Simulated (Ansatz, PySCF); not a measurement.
Gas-phase reaction (SMILES): FB(F)Br [bromo(difluoro)borane] + O (H2O) -> OB(F)F + Br (HBr); water cleaves one B-Br bond, a model of a ligand-exchange step.

Geometries: B3LYP-D3(BJ)/def2-TZVP minima from Ansatz (an electronic-structure program), one conformer each, not searched for the lowest. Cores are frozen in the correlated levels unless marked. No spin-orbit coupling. The frozen core is the preceding noble-gas configuration, with the filled d and f shells of earlier blocks. Non-relativistic. Basis-set limits of correlation are two-point, X^-3; Hartree-Fock from the larger set. Thermal terms are rigid-rotor harmonic-oscillator values from B3LYP-D3(BJ) frequencies (Ansatz or PySCF) at 298.15 K and 1 atm. 1 Eh = 627.5095 kcal/mol.

```tsv
species	E, CCSD(T)/CBS(cc-pVTZ,cc-pVQZ) (Ansatz) (Eh)	E, PBE0-D4/def2-TZVPD (Ansatz + dftd4) (Eh)	H - E (Eh)	G - E (Eh)
FB(F)Br	-2797.21046	-2798.42950	0.01510	-0.01756
O (H2O)	-76.37426	-76.38102	0.02495	0.00353
OB(F)F	-300.32806	-300.37491	0.02926	-0.00168
Br (HBr)	-2573.28320	-2574.45927	0.00927	-0.01328
```

Question: Work out ΔE and ΔH, ΔG, ΔS and the equilibrium constant at 298.15 K at the first level, then ΔH at the second.

Answer: 
1. ΔE = [(-300.32806) + (-2573.28320)] - [(-2797.21046) + (-76.37426)] = -0.02654 Eh = -16.7 kcal/mol at CCSD(T)/CBS(cc-pVTZ,cc-pVQZ).
2. The terms H - E add up to -0.00152 Eh, so ΔH = (-0.02654 + (-0.00152))×627.5095 = -17.6 kcal/mol.
3. The terms G - E add up to -0.00093 Eh, so ΔG = -17.2 kcal/mol, and ΔS = (-0.00152 - (-0.00093))×627509.5/298.15 = -1.2 cal/(mol K).
4. log10 K = -ΔG/(RT ln 10) = 12.6, with RT ln 10 = 1.3642 kcal/mol.
5. At PBE0-D4/def2-TZVPD the same steps give ΔE = -14.8 and ΔH = -15.8 kcal/mol, a shift of +1.8 from the first level.
6. These values are not checked against measurement here, since the tables used lack a sound gas-phase enthalpy of formation for at least one species.
